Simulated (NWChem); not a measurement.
CH₆O₂Si₂; SMILES O[Si@H]1OC[SiH2]1

```xyz
11

O      0.3718    -2.1823     0.4687
Si     0.0557    -0.8520    -0.4672
O     -1.4146    -0.0989    -0.1085
C     -1.1410     1.2840     0.1683
Si     0.7913     1.3053     0.0723
H      0.3721    -2.0531     1.4221
H      0.1254    -1.3868    -1.8523
H     -1.6227     1.9291    -0.5868
H     -1.5569     1.5621     1.1520
H      1.3841     2.2197    -0.9522
H      1.4716     1.5436     1.3847
```
Atoms are numbered in this order, from 1.

Level: PBE0/def2-SVP (NWChem), optimised geometry, unscaled harmonic frequencies. 

```
frequency (cm⁻¹)  IR intensity (km/mol)
----------------  ---------------------
88                                  2.0
153                                 8.1
251                                33.8
347                                77.7
399                                48.6
442                                 6.7
453                                 9.5
541                                 9.2
646                                20.8
707                                90.4
732                                47.3
797                                60.6
817                               149.3
830                                21.0
900                               277.0
923                                47.4
945                               115.5
1047                              119.5
1207                                0.5
1254                                6.2
1463                                1.6
2212                               95.7
2226                               88.1
2267                              154.1
3055                               35.4
3113                               13.4
3927                              104.5
```

zero-point energy: 45.4 kcal/mol
thermal correction to the enthalpy at 298.15 K (with zero-point energy): 50.3 kcal/mol
heat capacity Cv: 25.1 cal/(mol K)
entropy at 298.15 K and 1 atm (symmetry number 1): 81.3 cal/(mol K)
dipole moment: 2.06 D

Rigid rotor and harmonic oscillator; modes under 100 cm⁻¹ make the entropy uncertain.
